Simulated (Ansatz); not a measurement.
One change: `[ZnH][O][GeH3]` becomes `C[O][GeH3]`.

Ansatz, PBE0-D4/def2-TZVP geometries, multiplicity 1. 

Scalar relativity is left out up to krypton.

| property | `[ZnH][O][GeH3]` |
| --- | --- |
| HOMO energy (PBE/def2-TZVPP) / eV | -6.53 |
| HOMO–LUMO gap (B3LYP/def2-TZVPP) / eV | 6.97 |
| HOMO–LUMO gap (ωB97M-V/def2-TZVPP) / eV | 11.28 |
| size of the dipole moment (B3LYP/def2-TZVPP) / D | 0.89 |
| LUMO energy (B3LYP/def2-TZVPP) / eV | -0.77 |
| HOMO–LUMO gap (PBE0/def2-TZVPP) / eV | 7.48 |

Give the same properties after the change, and the shifts. (An estimate is asked.)

Ansatz gave: 
```json
{"property": "HOMO energy (PBE/def2-TZVPP) / eV", "`C[O][GeH3]`": "-6.21", "shift": "0.32"}
{"property": "HOMO–LUMO gap (B3LYP/def2-TZVPP) / eV", "`C[O][GeH3]`": "7.59", "shift": "0.62"}
{"property": "HOMO–LUMO gap (ωB97M-V/def2-TZVPP) / eV", "`C[O][GeH3]`": "12.23", "shift": "0.95"}
{"property": "size of the dipole moment (B3LYP/def2-TZVPP) / D", "`C[O][GeH3]`": "1.11", "shift": "0.22"}
{"property": "LUMO energy (B3LYP/def2-TZVPP) / eV", "`C[O][GeH3]`": "0.06", "shift": "0.83"}
{"property": "HOMO–LUMO gap (PBE0/def2-TZVPP) / eV", "`C[O][GeH3]`": "8.08", "shift": "0.60"}
```

With PBE0 the HOMO rises by 0.19 eV and the LUMO rises by 0.79 eV, so the gap widens by about 0.60 eV. PBE moves the HOMO by 0.32 eV and ωB97M-V by 0.15 eV. Dipoles are sizes alone; their direction can turn.

B3LYP here is the variant with VWN-RPA as its local correlation; programs differ in this.
